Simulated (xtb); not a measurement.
xtb input:

```bash
xtb mol.xyz --gfnff --opt tight --chrg 0 --uhf 0
```
mol.xyz:
```
9

I     -1.35865090    -1.53912754    -0.49360385
C      0.10692677    -0.10240260    -0.04055991
C      1.50068048    -0.38369612    -0.19500758
C      2.31257953     0.64976902     0.14035536
Se     1.34272697     2.14392526     0.70907244
C     -0.20634239     1.13583284     0.41156013
H      1.86690870    -1.33666074    -0.54786098
H      3.38939378     0.67261792     0.10634825
H     -1.18358832     1.54732459     0.59596549
```

Q: Which total energy does the run end on?

A: -1.49984 Eh (GFN-FF).
